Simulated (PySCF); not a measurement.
# Polarisability and C₆ of Sn (tin, neutral)

[Kr] 4d10 5s2 5p2, high-spin 3P determinant. Calculation: PySCF 2.14, in x2c-QZVPPall with one added diffuse shell each of s, p, d, f type (14s10p8d5f1g, 128 functions); the spin-free X2C one-electron Hamiltonian (Gaussian nucleus). Coupled (time-dependent) response in atomic units; α is the mean over directions.

```json
{"method": "TPSSh", "mean α (bohr³)": "59.03", "α xx, yy, zz": "47.01, 65.03, 65.03", "C₆ (like pair)": "655.2", "S(−4)": "1341"}
```

S(−4) is the Cauchy moment in α(ω) = α(0) + S(−4) ω² + …

Reference α: 53 ± 6 bohr³ (recommended; Schwerdtfeger and Nagle, table of static dipole polarizabilities (2023 update)). Published C₆: 659.0 (Chu and Dalgarno (2004); Tang, Norbeck and Certain (1976)).

Spin-orbit coupling is absent.

α(iu) at TPSSh:

| u (hartree) | α(iu) (bohr³) |
| --- | --- |
| 0 | 59.03 |
| 0.0500 | 55.93 |
| 0.100 | 48.83 |
| 0.200 | 34.19 |
| 0.300 | 24.08 |
| 0.500 | 13.53 |
| 0.750 | 8.070 |
| 1.00 | 5.560 |
| 1.50 | 3.307 |
| 2.00 | 2.281 |
| 3.00 | 1.316 |
| 5.00 | 0.6126 |

The components differ because the open shell of this determinant is not spherical; for a pure term their mean is the scalar polarisability.
